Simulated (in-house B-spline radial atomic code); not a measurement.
A fraction x of an electron is removed from 3d in the chromium ion Cr²⁺, starting from [Ar] 3d4 and keeping the highest spin. All numbers are computed (scalar-relativistic (X2C) LDA exchange-only, spin-polarised, spherical fractional occupations; Fermi nucleus of rms radius 3.6452 fm) with a radial B-spline atomic code at the basis-set limit, not measured.

| x | E(x) - E(0) (eV) | 3d up level (eV) |
| --- | --- | --- |
| 0 | 0.0000 | -23.186 |
| 0.04 | 0.9392 | -23.773 |
| 0.13 | 3.1387 | -25.110 |
| 0.34 | 8.7471 | -28.324 |
| 0.42 | 11.0632 | -29.582 |
| 0.5 | 13.4806 | -30.857 |
| 0.58 | 16.0007 | -32.149 |
| 0.75 | 21.7033 | -34.953 |
| 0.8 | 23.4719 | -35.792 |
| 0.95 | 29.0316 | -38.346 |
| 1 | 30.9704 | -39.210 |

The exact functional would give a straight line between the two integer points. Deviations E(x) - E(0) - x[E(1) - E(0)], in eV: -0.3 at x = 0.04, -0.887 at x = 0.13, -1.783 at x = 0.34, -1.944 at x = 0.42, -2.005 at x = 0.5, -1.962 at x = 0.58, -1.525 at x = 0.75, -1.304 at x = 0.8, -0.39 at x = 0.95.

The curve lies below the straight line by up to 2.005 eV (at x = 0.5): convex, the delocalisation error that favours fractional charges.

Task: How well does Slater's transition state (minus the level at half occupation) give the ionisation energy?

Result: It gives 30.857 eV against 30.970 eV from the two total energies; NIST lists 30.96 eV, ground level to ground level.
